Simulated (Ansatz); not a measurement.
Ideal-gas functions of `N[SiH]1NP1` at 800 K and 1 bar, from an Ansatz frequency run at PBE0-D4/def2-TZVP.

Molar mass 92.11 g/mol, point group C1 (symmetry number 1), electronic degeneracy 1, moments of inertia 45.011, 171.889, 183.887 u Å². Harmonic wavenumbers (cm⁻¹, unscaled): 167, 211, 264, 311, 372, 484, 592, 652, 712, 749, 842, 902, 917, 992, 1051, 1571, 2250, 2303, 3613, 3661, 3714.

Use S(trans) = R[1.5 ln M + 2.5 ln T − 1.1517]; rotational temperatures θ = 24.2544 K / I; S(rot) = R[ln(√π/σ · √(T³/θAθBθC)) + 1.5]; for each mode x = 1.438777 ν̃/T, S = R[x/(eˣ − 1) − ln(1 − e⁻ˣ)] and H = RT x/(eˣ − 1); 1 cm⁻¹ = 0.0119627 kJ/mol; R = 8.31446 J/(mol·K).

**Question.** By hand: the entropy, in J/(mol·K).

**Answer.** Translation 185.8. Rotation: θ = 0.5389, 0.1411, 0.1319 K, giving 119.7. Vibration, mode by mode: 18.35, 16.42, 14.59, 13.25, 11.81, 9.73, 8.18, 7.45, 6.80, 6.44, 5.62, 5.15, 5.04, 4.52, 4.16, 1.99, 0.75, 0.69, 0.09, 0.09, 0.08, in all 141.2. Electronic 0.0. Sum 446.7 J/(mol·K).

**Question.** By hand: H − E and G − E in kJ/mol, counted from the electronic energy.

**Answer.** Zero-point energy ½ × 26330 × 0.0119627 = 157.5; thermal vibration 58.9; translation, rotation and pV give 4 RT = 26.6. H − E = 243.0 kJ/mol, and G − E = 243.0 − 800 × 446.7/1000 = -114.4 kJ/mol.

Vibration gives 32 % of the entropy. The sum counts one conformer and one mirror image; others add a mixing term.
